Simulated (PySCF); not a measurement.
Compound: 2-(methylthio)benzonitrile, C₈H₇NS.
Numbering: `[CH3:1][S:2][c:3]1[cH:4][cH:5][cH:6][cH:7][c:8]1[C:9]#[N:10]` (hydrogens: H11, H12, H13 on C1; H14 on C4; H15 on C5; H16 on C6; H17 on C7)

Computed with PySCF, TDDFT PBE0/def2-SVPD, vertical, gas phase, core orbitals frozen in the response. One conformer (not necessarily the lowest) at the PBE0-D3(BJ)/def2-SVP geometry, without solvent, vibrations or thermal averaging.

Q: Predict the UV-vis stick spectrum at this level.

A: 

```tsv
state	E (eV)	E (hartree)	f	main configurations (H = HOMO, L = LUMO)
S1	3.88	0.1425	0.038	H→L (97%)
S2	4.58	0.1682	0.031	H→L+1 (91%)
S3	5.24	0.1925	0.030	H-2→L (63%), H-1→L+1 (29%)
S4	5.50	0.2022	0.160	H-1→L (80%), H-2→L+1 (9%)
S5	5.88	0.2162	0.0017	H→L+2 (55%), H→L+3 (29%)
S6	6.13	0.2252	0.048	H-3→L (72%), H-4→L (10%), H-1→L+1 (9%)
```

The lowest singlet comes at 320 nm (374 kJ/mol) in the ultraviolet; it is of moderate strength; its leading configuration is HOMO→LUMO (97%). The most intense listed level is S4 at 5.50 eV (225 nm, f = 0.160), 1.63 eV above S1. Löwdin shares by element: HOMO sulfur 58%, carbon 23% or more (atoms not listed hold the other 19%); LUMO carbon 45% or more, nitrogen 12% (atoms not listed hold the other 43%). Orbital energies (eV): HOMO-3 -9.46, HOMO-2 -8.26, HOMO-1 -7.95, HOMO -6.78, LUMO -1.86, LUMO+1 -1.13, LUMO+2 0.43. The listed states span 2.25 eV, and the widest gap between neighbours is 0.70 eV (S1 to S2). The oscillator strengths of these states sum to 0.310; summed over the whole spectrum of an exact calculation they would give the number of electrons, 78 (Thomas–Reiche–Kuhn). The window holds the lowest 6 singlets.
